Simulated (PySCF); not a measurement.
C₆H₈N (doublet state).
Atom-mapped SMILES: `[CH3:1][C@@H:2]([NH2:3])/[CH:4]=[C:5]1[C:6]=[CH:7]\1` (hydrogens: H8, H9, H10 on C1; H11 on C2; H12, H13 on N3; H14 on C4; H15 on C7)

Structure used (GFN2-xTB), in Å, numbered top down from 1:
```xyz
15
C6H8N angstrom
C     -1.0375    1.2160    0.0645
C     -0.7723   -0.3047    0.0031
N     -1.8253   -1.0553   -0.6467
C      0.5331   -0.5324   -0.7067
C      1.7084   -0.1811   -0.1796
C      2.5450    0.6166    0.7105
C      3.1148   -0.3195   -0.0905
H     -1.9705    1.4083    0.5919
H     -0.2247    1.7097    0.5882
H     -1.1083    1.6272   -0.9414
H     -0.6992   -0.6744    1.0342
H     -1.9689   -0.7253   -1.5953
H     -2.6992   -0.9638   -0.1424
H      0.4772   -0.9444   -1.7050
H      3.9228   -0.8689   -0.5125
```

The hyperfine couplings belong to this conformer and change with its torsions.

Computed with UKS B3LYP, pcH-1 on C H N, non-relativistic, mean-field spin-orbit, GIAO in PySCF 2.14.0. Isolated species at its GFN2-xTB geometry (one conformer only). The geometry wasn't refined by DFT: couplings that depend on bond lengths, twists or pyramidal angles can differ widely from those at the functional's own minimum. The frame is twisted about the C4–C5 bond at this geometry (dihedral C2–C4–C5–C6 = -24°); couplings at other torsion angles weren't computed. The SCF solution wasn't tested for stability.

(1) Where do the isotropic ENDOR lines of H11, H8/H9/H10, H15 and H14 fall at 342.1 mT, to first order?

(2) Which pairs are centred on the nuclear Larmor frequency, and which on half the coupling?

## Answers

(1) ν± = |νn ± a/2|, one line for each electron-spin manifold; νn = |g_N| × 7.62259 MHz/T × B.

```
   nuclei  isotope     g_N  νn (MHz)  a_iso (MHz)  lower line (MHz)  upper line (MHz)
      H11       1H  5.5857     14.57        35.21              3.04             32.17
H8/H9/H10       1H  5.5857     14.57         5.08             12.02             17.11
      H15       1H  5.5857     14.57         4.42             12.36             16.78
      H14       1H  5.5857     14.57        -1.48             13.83             15.30
```

(2) Centred on νn, since |a| < 2νn: H8/H9/H10, H15 and H14. Centred on |a|/2 and split by 2νn: H11.

Nuclei that the bonding pattern makes equivalent are averaged, as if the motion that swaps them (rotation, inversion, ring flip) were fast. The three 1H nuclei of mean +5.1 MHz run from -2.0 to 18.9 MHz in the frozen geometry.

The SMILES draws the unpaired electron on C6; the largest computed Mulliken spin population is on C4 (0.50 against 0.25).
